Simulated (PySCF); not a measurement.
## Radial density of N⁺ (nitrogen, charge +1)

PW91, [He] 2s1 2p3, 2s spin antiparallel (an excited configuration). Computed with PySCF 2.14 in aug-cc-pVQZ-DK (6s5p4d3f2g, 80 functions), with the spin-free X2C one-electron Hamiltonian (Gaussian nucleus).

```csv
r (bohr),4πr²ρ (e/bohr),4πr²(ρα − ρβ)
0.00356,0.03223,-0.0011
0.00599,0.08650,-0.0028
0.0101,0.2284,-0.0075
0.0169,0.5821,-0.0189
0.0285,1.395,-0.0445
0.0479,3.000,-0.0922
0.0806,5.397,-0.1478
0.136,7.228,-0.1166
0.228,6.071,0.1930
0.383,3.031,0.8369
0.645,2.590,1.3598
1.08,2.899,1.2483
1.82,1.204,0.5707
3.07,0.1107,0.0703
5.16,0.001421,0.0012
```

Densities and radii are taken from the X2C orbitals without a picture-change correction, which distorts them close to the nucleus.

With the s spin flipped the determinant is a mixture of two multiplicities, not a spectroscopic state.
